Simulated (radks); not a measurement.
Polarisability of the aluminium ion Al+, [Ne] 3s2, at imaginary frequency. Calculated with a radial shooting solver on a logarithmic mesh with Libxc functionals: scalar-relativistic Kohn-Sham, LDA (Slater exchange, Perdew-Wang correlation), spin-unpolarised, spherical densities, finite nucleus; Fermi nuclear charge, rms radius 3.061 fm. Response by self-consistent Sternheimer equations with the Hartree and adiabatic LDA kernel, the relativistic mass of each level held fixed and spin-orbit coupling left out.

w (hartree)  alpha1(iw) (bohr^3)  alpha2(iw) (bohr^5)
0.00266                    23.31                125.2
0.0143                     23.25                125.0
0.0360                     22.93                124.3
0.0697                     21.94                122.1
0.118                      19.77                116.7
0.186                      16.16                106.1
0.280                      11.68                88.90
0.413                      7.457                66.52
0.605                      4.319                43.58
0.892                      2.347                24.97
1.35                       1.233                12.60
2.12                      0.6371                5.586
3.59                      0.3145                2.108
6.94                      0.1265               0.6148
17.5                     0.02819               0.1043

Static values: alpha1 = 23.31 bohr^3 (3.454 angstrom^3; uncoupled 40.06), alpha2 = 125.2 bohr^5, alpha3 = 1072 bohr^7. C6 = 115.9, C8 = 3795, triple-dipole C9 = 2000 atomic units. One-pole (London) frequency 4 C6 / (3 alpha1^2) = 0.284 hartree, against 0.548 for minus the highest occupied eigenvalue.
